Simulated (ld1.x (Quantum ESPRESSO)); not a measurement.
What the settings do to the TM semilocal potential of calcium (Ca)

Base potential:

```json
{"Element": "calcium", "Generator": "ld1.x (Quantum ESPRESSO) 7.5", "Type": "norm-conserving Troullier–Martins (semilocal form)", "Functional": "PBE", "Relativity": "scalar-relativistic", "Frozen core": "[Ne] 3s2", "Valence charge": "8", "Reference configuration": "3p6 3d0 4s1.5 4p0.5", "Partial waves": "3p (bound): rc 1.95 bohr; 3d (bound, empty): rc 2.35 bohr; 4s (bound): rc 2.85 bohr", "Local potential": "the s channel", "Core correction": "a·sin(br)/r model core, default radius (core density twice the valence density)"}
```

Occupied shells without a wave of their own: 4p. They enter only through the test configuration that unscreens the potential, and ld1.x also counts them in the model core charge.

Cutoffs, loose and tight: the cutoffs (Ry, on a coarse ladder) from which the occupation-weighted sum of valence levels, in a spherical-Bessel basis at the reference potential, stays within 10 and 1 mRy of its value at 400 Ry. They do not see the model core or the augmentation charge, which bear on the density cutoff. Test errors are all-electron minus pseudo excitation energies from the reference, over the configurations 3p6 3d0 4s2 4p0; 3p6 3d0 4s1 4p0; 3p6 3d0 4s0 4p0; 3p6 3d0 4s1.5 4p0; 3p6 3d0 4s1 4p1; 3p6 3d1 4s1 4p0; 3p5 3d0 4s2 4p0. A dash means not determined; rows that change the core or the reference have their own tests.

With those shells counted twice in exchange and correlation these files are broken, and their errors move erratically; no question is asked of them.

A semilocal file is local in each channel, so a ghost entry of none says nothing of the separable form that plane-wave codes build from it.

The default core radius of the base comes out at 0.64 bohr.

| change | outcome | cutoff, loose | cutoff, tight | bound ghosts | largest test error (meV) |
| --- | --- | --- | --- | --- | --- |
| base | generated | 30 Ry | 50 Ry | none | -277 |
| core correction none | generated | 30 Ry | 50 Ry | none | -174 |
| core correction a·sin(br)/r model core inside 0.82 bohr | generated | 30 Ry | 50 Ry | none | -277 |
| core correction a·sin(br)/r model core inside 1.04 bohr | generated | 30 Ry | 50 Ry | none | -277 |
| core correction a·sin(br)/r model core inside 1.24 bohr | generated | 30 Ry | 50 Ry | none | -277 |
| core correction a·sin(br)/r model core inside 1.44 bohr | generated | 30 Ry | 50 Ry | none | -277 |
| core correction a·sin(br)/r model core inside 1.74 bohr | generated | 30 Ry | 50 Ry | none | -277 |
| core correction a·sin(br)/r model core inside 1.84 bohr | generated | 30 Ry | 50 Ry | none | -276 |
| core correction a·sin(br)/r model core inside 2.12 bohr | generated | 30 Ry | 50 Ry | none | -273 |
| core correction a·sin(br)/r model core inside 2.26 bohr | generated | 30 Ry | 50 Ry | none | -270 |
